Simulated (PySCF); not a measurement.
Ionisation of 4-fluorophenol

Parent: 4-fluorophenol, `Oc1ccc(F)cc1` (C6H5FO). Non-hydrogen atoms are numbered in `[OH:1][c:2]1[cH:3][cH:4][c:5]([F:6])[cH:7][cH:8]1`. These are map numbers, not IUPAC locants.

Level of theory: ωB97X-D3(BJ)/ma-def2-TZVP single points in PySCF, grid level 2; every species was optimised with PBE0-D3(BJ)/def2-SVP. Thermal corrections: PBE0-D3(BJ)/def2-SVP frequencies, unscaled, ideal gas at 298.15 K and 1 bar, quasi-RRHO entropy.

Frontier levels of the parent: HOMO -8.68 eV, LUMO 0.98 eV.

Oxidation to the radical cation:
| Property | Result |
| --- | --- |
| Vertical ionisation energy (electronic) | 8.53 eV |
| Adiabatic ionisation energy (with zero-point energy) | 8.32 eV |
| Adiabatic, electronic part | 8.31 eV |
| Vertical gap at the product's structure | 7.99 eV |
| Inner reorganisation energy (four-point) | 545 meV |
| Relaxation of product / of parent | 219 / 326 meV |
| ⟨S²⟩ of the product | 0.771 |
| Largest spin populations | C5 0.34, C2 0.23, O1 0.18, C8 0.13 |
| Largest changes of atomic charge | O1 0.16, C5 0.15, C2 0.12, F6 0.11 |
| Distances that move most (Å) | O1–C2 1.351 → 1.300; C5–F6 1.335 → 1.292; C2–C8 1.399 → 1.434; C4–C5 1.387 → 1.420 |
| Potential in THF | 6.34 V absolute, 1.59 V against Fc+/Fc computed at 4.74 V (solvation -23 → -212 kJ/mol) |

Solvents are IEF-PCM continua (electrostatics only, gas-phase structures); absolute potentials refer to an electron at rest in vacuum. Fc+/Fc in THF, 4.74 V, is ωB97X-D3(BJ)/ma-def2-TZVP on PBE0-D3(BJ)/def2-SVP structures with GFN2-xTB thermal terms. Benchmark calculations put it near 5.0 V in acetonitrile and DMSO, so it is about 0.3 V low, and the value against it can read up to that much too high.

Measured values (NIST Chemistry WebBook, evaluated or the median of agreeing entries): vertical ionisation energy 8.78 eV (computed 8.53, difference -0.25).

Run with `OMP_NUM_THREADS=1 python redox_run.py task.json out` on 1 thread of Arm Neoverse V1, a shared host. Structures, frequencies and single points: 26 min of wall time.

Differences come from unrounded values, so a last digit can differ from that of the printed terms.
